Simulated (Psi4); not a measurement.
C4H7, doublet (typed; the unrestricted solution is spin-contaminated), geometry from GFN2-xTB; CCSD(T)/STO-3G run with Psi4 1.11.

Here is a job for Psi4.
```
memory 2 GB

molecule mol {
0 2
C    -0.583258    1.373173    0.146111
C    -0.059427    0.196428    0.020727
C     1.426492   -0.044548   -0.014924
C    -0.885523   -1.076578   -0.104837
H    -1.544923    1.825355    0.199792
H     1.971176    0.890456    0.077750
H     1.716692   -0.705331    0.801046
H     1.704003   -0.524102   -0.952833
H    -1.948959   -0.856828   -0.074436
H    -0.650208   -1.569295   -1.046637
H    -0.637479   -1.751104    0.712854
}

set {
  basis sto-3g
  reference uhf
}

energy('ccsd(t)')
print_variables()
```

The log (banner, timings and long lists left out):

```
   => Loading Basis Set <=

    Name: STO-3G
    Role: ORBITAL
    Keyword: BASIS

         ---------------------------------------------------------
                                   SCF
               by Justin Turney, Rob Parrish, Andy Simmonett
                          and Daniel G. A. Smith
                              UHF Reference
         ---------------------------------------------------------

  ==> Geometry <==

    Molecular point group: c1
    Full point group: C1

    Geometry (in Angstrom), charge = 0, multiplicity = 2:

       Center              X                  Y                   Z               Mass
    ------------   -----------------  -----------------  -----------------  -----------------
         C           -0.572259601320     1.324679567615     0.141020620302    12.000000000000
         C           -0.048428601320     0.147934567615     0.015636620302    12.000000000000
         C            1.437490398680    -0.093041432385    -0.020014379698    12.000000000000
         C           -0.874524601320    -1.125071432385    -0.109927379698    12.000000000000
         H           -1.533924601320     1.776861567615     0.194701620302     1.007825032230
         H            1.982174398680     0.841962567615     0.072659620302     1.007825032230
         H            1.727690398680    -0.753824432385     0.795955620302     1.007825032230
         H            1.715001398680    -0.572595432385    -0.957923379698     1.007825032230
         H           -1.937960601320    -0.905321432385    -0.079526379698     1.007825032230
         H           -0.639209601320    -1.617788432385    -1.051727379698     1.007825032230
         H           -0.626480601320    -1.799597432385     0.707763620302     1.007825032230

  Running in c1 symmetry.

  Rotational constants: A =      0.32804  B =      0.28892  C =      0.16296 [cm^-1]
  Rotational constants: A =   9834.52280  B =   8661.48759  C =   4885.28892 [MHz]
  Nuclear repulsion =  112.515231677508353

  Charge       = 0
  Multiplicity = 2
  Electrons    = 31
  Nalpha       = 16
  Nbeta        = 15

  ==> Algorithm <==

  SCF Algorithm Type is PK.
  DIIS enabled.
  MOM disabled.
  Fractional occupation disabled.
  Guess Type is SAD.
  Energy threshold   = 1.00e-08
  Density threshold  = 1.00e-08
  Integral threshold = 1.00e-12

  ==> Primary Basis <==

  Basis Set: STO-3G
    Blend: STO-3G
    Number of shells: 19
    Number of basis functions: 27
    Number of Cartesian functions: 27
    Spherical Harmonics?: true
    Max angular momentum: 1

  ==> Integral Setup <==

  Using in-core PK algorithm.
   Calculation information:
      Number of atoms:                  11
      Number of AO shells:              19
      Number of primitives:             57
      Number of atomic orbitals:        27
      Number of basis functions:        27

      Integral cutoff                 1.00e-12
      Number of threads:                 1

  Performing in-core PK
  Using 143262 doubles for integral storage.
  We computed 17573 shell quartets total.
  Whereas there are 18145 unique shell quartets.

  ==> DiskJK: Disk-Based J/K Matrices <==

    J tasked:                  Yes
    K tasked:                  Yes
    wK tasked:                  No
    Schwarz Cutoff:          1E-12

  Minimum eigenvalue in the overlap matrix is 1.7655597414E-01.
  Reciprocal condition number of the overlap matrix is 7.1171258015E-02.
    Using symmetric orthogonalization.

  ==> Pre-Iterations <==

  SCF Guess: Superposition of Atomic Densities via on-the-fly atomic UHF (no occupation information).

   -------------------------
    Irrep   Nso     Nmo
   -------------------------
     A         27      27
   -------------------------
    Total      27      27
   -------------------------

  ==> Iterations <==

                        Total Energy        Delta E     RMS |[F,P]|

   @UHF iter SAD:  -150.19213513271376   -1.50192e+02   0.00000e+00
   @UHF iter   1:  -153.55820665010867   -3.36607e+00   5.99356e-03 ADIIS/DIIS
   @UHF iter   2:  -153.58179079037302   -2.35841e-02   2.91211e-03 ADIIS/DIIS
   @UHF iter   3:  -153.58666841745287   -4.87763e-03   1.16385e-03 ADIIS/DIIS
   @UHF iter   4:  -153.58887929715465   -2.21088e-03   7.94318e-04 ADIIS/DIIS
   @UHF iter   5:  -153.59027627848153   -1.39698e-03   7.79185e-04 ADIIS/DIIS
   @UHF iter   6:  -153.59187314417522   -1.59687e-03   7.70131e-04 ADIIS/DIIS
   @UHF iter   7:  -153.59841635312719   -6.54321e-03   4.16778e-04 ADIIS/DIIS
   @UHF iter   8:  -153.59921732795880   -8.00975e-04   1.88218e-04 ADIIS/DIIS
   @UHF iter   9:  -153.59932052142935   -1.03193e-04   1.12661e-04 ADIIS/DIIS
   @UHF iter  10:  -153.59921699811593    1.03523e-04   1.76043e-04 ADIIS/DIIS
   @UHF iter  11:  -153.59934794551108   -1.30947e-04   7.49990e-05 DIIS
   @UHF iter  12:  -153.59937227849866   -2.43330e-05   2.76960e-06 DIIS
   @UHF iter  13:  -153.59937202970511    2.48794e-07   7.59190e-06 DIIS
   @UHF iter  14:  -153.59937228090419   -2.51199e-07   1.52556e-06 DIIS
   @UHF iter  15:  -153.59937229021591   -9.31172e-09   4.87302e-07 DIIS
   @UHF iter  16:  -153.59937229126203   -1.04612e-09   5.45515e-08 DIIS
   @UHF iter  17:  -153.59937229127351   -1.14824e-11   1.81095e-08 DIIS
   @UHF iter  18:  -153.59937229127502   -1.50635e-12   1.47672e-09 DIIS
  Energy and wave function converged.

  ==> Post-Iterations <==

   @Spin Contamination Metric:   3.299566512E-01
   @S^2 Expected:                7.500000000E-01
   @S^2 Observed:                1.079956651E+00
   @S   Expected:                5.000000000E-01
   @S   Observed:                5.000000000E-01

    Orbital Energies [Eh]
    ---------------------

    Alpha Occupied:

[...]
      16A     -0.330439

    Alpha Virtual:

[...]
    Beta Occupied:

[...]
    Beta Virtual:

[...]
    Final Occupation by Irrep:
              A
    DOCC [    15 ]
    SOCC [     1 ]
    NA   [    16 ]
    NB   [    15 ]

  @UHF Final Energy:  -153.59937229127502

[...]
    Total Energy =                       -153.5993722912750172
[...]
     3        -0.257544924177279    3.280e-02    0.036454    0.000000    0.000000    0.000000
     4        -0.259350855443852    1.476e-02    0.043354    0.000000    0.000000    0.000000
     5        -0.259598406627426    6.372e-03    0.044896    0.000000    0.000000    0.000000
     6        -0.259765246515474    3.478e-03    0.045078    0.000000    0.000000    0.000000
     7        -0.259980567628489    1.811e-03    0.045208    0.000000    0.000000    0.000000
     8        -0.260048278322555    6.436e-04    0.045210    0.000000    0.000000    0.000000
     9        -0.260054891525480    1.993e-04    0.045183    0.000000    0.000000    0.000000
    10        -0.260060530018975    7.595e-05    0.045181    0.000000    0.000000    0.000000
    11        -0.260058857650728    2.286e-05    0.045182    0.000000    0.000000    0.000000
    12        -0.260058366053716    8.035e-06    0.045182    0.000000    0.000000    0.000000
    13        -0.260057630948420    3.636e-06    0.045182    0.000000    0.000000    0.000000
    14        -0.260057469037864    1.149e-06    0.045181    0.000000    0.000000    0.000000
    15        -0.260057441326340    3.431e-07    0.045181    0.000000    0.000000    0.000000
    16        -0.260057444638467    1.466e-07    0.045181    0.000000    0.000000    0.000000
    17        -0.260057446665589    6.697e-08    0.045181    0.000000    0.000000    0.000000

    Iterations converged.

    Largest TIA Amplitudes:
             14   0        -0.1705446363
              9   0        -0.0340181566
             14   6        -0.0277297399
              9   6        -0.0089719139
             15   9         0.0088558595
              6   1        -0.0087555970
             10   1        -0.0075006508
              4   1        -0.0067945614
             10   9         0.0065972831
              7   8        -0.0061007750

    Largest Tia Amplitudes:
             14   1         0.1659425730
              9   1         0.0412565756
             13   0         0.0222251331
             14   7         0.0208064875
             10   0         0.0172104598
              9   7         0.0099395279
             13  10        -0.0090188944
             12   0         0.0070057519
              4   3         0.0065440928
              8   0        -0.0061242290

    Largest TIJAB Amplitudes:
     14  12  10   0         0.0150276073
     14   8  10   0         0.0114761382
     14   7  10   0        -0.0096271977
     15  14   9   0         0.0090462196
     15  14  10   0         0.0090458497
     14  13  10   0        -0.0087334752
     14  13   9   0        -0.0084084676
     14   8   1   0         0.0068295273
     14   6  10   0         0.0067913462
     15  14   3   0         0.0064845263

    Largest Tijab Amplitudes:
     14  12  11   1         0.0184171170
     14  13   1   0        -0.0126155727
     14   8  11   1        -0.0122090447
     14   6  11   1         0.0103114296
     14  10   1   0        -0.0089749413
     14   8   2   1        -0.0085541132
     13  12  11   0         0.0073097053
     14   8   4   1        -0.0066130168
     14   9   7   1        -0.0065375389
     14  13  10   1        -0.0063247501

    Largest TIjAb Amplitudes:
     14  14   0   1        -0.1911767217
     15  14   0   0        -0.0864700273
     14   9   0   1        -0.0541585598
      9  14   0   1        -0.0385262736
     11  11   4   5        -0.0375609650
     14  14   6   1        -0.0364399034
     11  11   6   7        -0.0316617232
      9  11   6   5        -0.0309422287
      9  11   4   7        -0.0309064586
     11   9   4   7        -0.0302532469

    SCF energy       (wfn)                    = -153.599372291275017
    Reference energy (file100)                = -153.599372291274875

    Opposite-spin MP2 correlation energy      =   -0.159175675166203
    Same-spin MP2 correlation energy          =   -0.023278189882380
    Singles MP2 correlation energy            =   -0.000000000000000
    MP2 correlation energy                    =   -0.182453865048582
      * MP2 total energy                      = -153.781826156323461

    Opposite-spin CCSD correlation energy     =   -0.240422037711410
    Same-spin CCSD correlation energy         =   -0.019635408954179
    Singles CCSD correlation energy           =    0.000000000000000
    CCSD correlation energy                   =   -0.260057446665589
      * CCSD total energy                     = -153.859429737940474

            **************************
            *                        *
            *        CCTRIPLES       *
            *                        *
            **************************

    Wave function   =    CCSD_T
    Reference wfn   =      UHF

    Nuclear Rep. energy (wfn)                =  112.515231677508353
    SCF energy          (wfn)                = -153.599372291275017
    Reference energy    (file100)            = -153.599372291274875
    CCSD energy         (file100)            =   -0.260057446665589
    Total CCSD energy   (file100)            = -153.859429737940474

    Number of ijk index combinations:
    Spin Case AAA:                                 560
    Spin Case BBB:                                 455
    Spin Case AAB:                                1800
    Spin Case ABB:                                1680
    AAA (T) energy                             =   -0.000014055775423
    BBB (T) energy                             =   -0.000019230396979
    AAB (T) energy                             =   -0.001068038081097
    ABB (T) energy                             =   -0.001148799726762
    (T) energy                                   =   -0.002250123980261
      * CCSD(T) total energy                     = -153.861679861920720

  Variable Map:
  ----------------------------------------------------------------------------
[...]
  Array Variable Map:
  ----------------------------------------------------------------------------
[...]
[...]
```
